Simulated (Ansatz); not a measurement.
Consider the formal exchange of groups at the Al–H bond: `[OH][AlH2]` + `COCCOC=O` → `CO[CH2][AlH][OH]` + `COC=O`.

Calculated with Ansatz (gas phase, PBE0-D4/def2-TZVP geometries, no zero-point term in ΔE). CBS: MP2 limit from def2 TZ/QZ plus the TZ coupled-cluster correction, frozen cores. This one scheme is used for every species. DFT in def2-TZVPP. B3LYP here is the variant with VWN-RPA as its local correlation; programs differ in this. One conformer a species, not always the lowest.

`[OH][AlH2]`:

```xyz
5

O    -1.137    0.427    0.075
Al    0.456   -0.075   -0.219
H    -1.617    0.216    0.873
H     1.218   -0.942    0.867
H     1.079    0.374   -1.596
```

`COCCOC=O`:

```xyz
15

C     0.320   -0.024    1.885
O    -0.791   -0.367    1.092
C    -1.140    0.603    0.148
C    -0.196    0.690   -1.032
O    -0.206   -0.541   -1.761
C     0.817   -1.371   -1.568
O     1.786   -1.169   -0.896
H     0.404   -0.787    2.660
H     0.175    0.954    2.365
H     1.250   -0.012    1.308
H    -1.202    1.601    0.609
H    -2.137    0.333   -0.212
H     0.825    0.921   -0.726
H    -0.546    1.458   -1.724
H     0.641   -2.289   -2.146
```

`CO[CH2][AlH][OH]`:

```xyz
12

C    -1.419    0.126    0.836
O    -0.886   -0.915    0.076
C    -0.184   -0.435   -1.064
Al    1.585    0.338   -0.596
O     2.214    0.044    0.953
H    -1.919   -0.311    1.701
H    -2.149    0.716    0.263
H    -0.635    0.816    1.195
H    -0.820    0.250   -1.648
H    -0.025   -1.304   -1.715
H     2.499    1.166   -1.589
H     1.739   -0.492    1.588
```

`COC=O`:

Z-matrix (Å, degrees):
```
C
O 1 1.427
H 1 1.091 2 110.5
H 1 1.087 2 105.9 3 119.7
H 1 1.091 2 110.5 3 -120.5
C 2 1.330 1 115.2 3 60.3
O 6 1.196 2 125.8 1 0.0
H 6 1.100 2 109.2 1 180.0
```

```csv
species,B3LYP energy (Eh)
`[OH][AlH2]`,-319.56693
`COCCOC=O`,-383.05951
`CO[CH2][AlH][OH]`,-473.46358
`COC=O`,-229.16632
```

(1) Work out ΔE.

Largest T1 diagnostic among the species: 0.015.

Results:

(1) ΔE = (-473.46358) + (-229.16632) − (-319.56693) − (-383.05951) = -0.00346 Eh = -2.2 kcal/mol. CCSD(T)/CBS gives -0.3 kcal/mol.

From PBE to PBE0 (25 % exact exchange), in def2-TZVPP and without D4, ΔE moves by +1.2 kcal/mol. In def2-TZVPP, CCSD(T) changes the Hartree–Fock value by −1.0 kcal/mol (the triples alone add −0.0 kcal/mol) and MP2 by −1.2 kcal/mol.
